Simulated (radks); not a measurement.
Q: The mean radii <r> (bohr) of the occupied orbitals of an atom or ion are listed with their occupations. Calculated with a radial shooting solver on a logarithmic mesh with Libxc functionals: scalar-relativistic Kohn-Sham, r2SCAN, spin-polarised, spherical densities, finite nucleus; meta-GGA in the generalised Kohn-Sham scheme; Fermi nuclear charge, rms radius of each element as measured or else 0.836 A^(1/3) + 0.57 fm.

| orbital | occ. | <r> |
|---|---|---|
| 1s down | 1 | 0.01774 |
| 1s up | 1 | 0.01774 |
| 2s up | 1 | 0.07489 |
| 2s down | 1 | 0.07489 |
| 2p up | 3 | 0.06728 |
| 2p down | 3 | 0.06728 |
| 3s up | 1 | 0.1937 |
| 3s down | 1 | 0.1937 |
| 3p up | 3 | 0.1944 |
| 3p down | 3 | 0.1944 |
| 3d up | 5 | 0.1763 |
| 3d down | 5 | 0.1763 |
| 4s up | 1 | 0.4318 |
| 4s down | 1 | 0.4319 |
| 4p up | 3 | 0.4591 |
| 4p down | 3 | 0.4592 |
| 4d up | 5 | 0.4890 |
| 4d down | 5 | 0.4889 |
| 5s up | 1 | 1.013 |
| 5s down | 1 | 1.005 |
| 5p up | 3 | 1.177 |
| 4f up | 7 | 0.5579 |
| 4f down | 7 | 0.5548 |
| 5p down | 3 | 1.164 |
| 5d up | 5 | 1.775 |
| 6s up | 1 | 2.862 |
| 6s down | 1 | 3.157 |
| 5d down | 1 | 1.883 |

Name the element and its charge. Open shells, if any, are filled with parallel spins first.

A: Z = 76, osmium, charge 0: Os in [Xe] 4f14 5d6 6s2. The 1s radius gives Z: for a bare nucleus <r> = (2 gamma + 1)/(2Z) with gamma = sqrt(1 - (Z/c)^2), 0.01753 bohr for Z = 76, and screening makes it slightly larger (0.01774 here). The occupations add up to 76, and the charge is Z minus that.
